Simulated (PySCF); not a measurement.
Species: C3H7AlSn.
SMILES: `[CH3][SnH2][C]#[C][AlH2]`

Method used: PySCF, PBE0-D3(BJ)/def2-SVP geometry optimisation, gas phase, def2 core potentials past Kr.

Take the most abundant isotopes and a rigid rotor. 

(1) Give the principal moments of inertia and the rotational constants in MHz.

(2) What kind of rotor is it?

(3) What does the inertial defect say?

(4) Which lines would a microwave search look for?

Results:

(1) Ia = 71.47, Ib = 792.88, Ic = 845.59 u·Å²; 505379 MHz·u·Å²/I gives A = 7071, B = 637.4, C = 597.7 MHz.

(2) A near-prolate asymmetric top: κ = (2 × 637.4 − 7071 − 597.7)/(7071 − 597.7) = -0.99.

(3) Not planar: Δ = Ic − Ia − Ib = -18.76 u·Å². For a rigid frame Δ = −2 Σ m c², so Σ m c² = 9.38 u·Å² lies off the ab plane: 9.38 from hydrogen and 0.01 from heavier atoms. The atom farthest from that plane is 1.42 Å away.

(4) The dipole components are |μa| = 1.53 D, |μb| = 0.68 D, |μc| = 0.01 D. Intensities carry the squares of the components, which stand as 1.00 : 0.20 : 0.00 (a : b : c). Some lines, for components of 0.1 D or more:

```json
{"type": "a", "branch": "R", "J(Ka,Kc)": "1(0,1) ← 0(0,0)", "MHz": "1235", "lower level (cm⁻¹)": "0.000"}
{"type": "a", "branch": "R", "J(Ka,Kc)": "2(1,2) ← 1(1,1)", "MHz": "2430", "lower level (cm⁻¹)": "0.256"}
{"type": "a", "branch": "R", "J(Ka,Kc)": "2(0,2) ← 1(0,1)", "MHz": "2470", "lower level (cm⁻¹)": "0.041"}
{"type": "a", "branch": "R", "J(Ka,Kc)": "2(1,1) ← 1(1,0)", "MHz": "2510", "lower level (cm⁻¹)": "0.257"}
{"type": "b", "branch": "Q", "J(Ka,Kc)": "1(1,0) ← 1(0,1)", "MHz": "6474", "lower level (cm⁻¹)": "0.041"}
{"type": "b", "branch": "Q", "J(Ka,Kc)": "2(1,1) ← 2(0,2)", "MHz": "6514", "lower level (cm⁻¹)": "0.124"}
{"type": "b", "branch": "R", "J(Ka,Kc)": "1(1,1) ← 0(0,0)", "MHz": "7669", "lower level (cm⁻¹)": "0.000"}
{"type": "b", "branch": "R", "J(Ka,Kc)": "2(1,2) ← 1(0,1)", "MHz": "8864", "lower level (cm⁻¹)": "0.041"}
{"type": "b", "branch": "Q", "J(Ka,Kc)": "2(2,0) ← 2(1,1)", "MHz": "19302", "lower level (cm⁻¹)": "0.341"}
{"type": "b", "branch": "Q", "J(Ka,Kc)": "2(2,1) ← 2(1,2)", "MHz": "19421", "lower level (cm⁻¹)": "0.337"}
{"type": "b", "branch": "R", "J(Ka,Kc)": "2(2,1) ← 1(1,0)", "MHz": "21811", "lower level (cm⁻¹)": "0.257"}
{"type": "b", "branch": "R", "J(Ka,Kc)": "2(2,0) ← 1(1,1)", "MHz": "21851", "lower level (cm⁻¹)": "0.256"}
```

Stationary, but not proved a minimum. These are rigid-rotor constants of the computed structure; measured ground-state constants (B0) also hold zero-point vibration. A rigid rotor knows nothing of internal rotation, which can split or shift real lines. Quadrupole hyperfine structure (27Al) is left out.
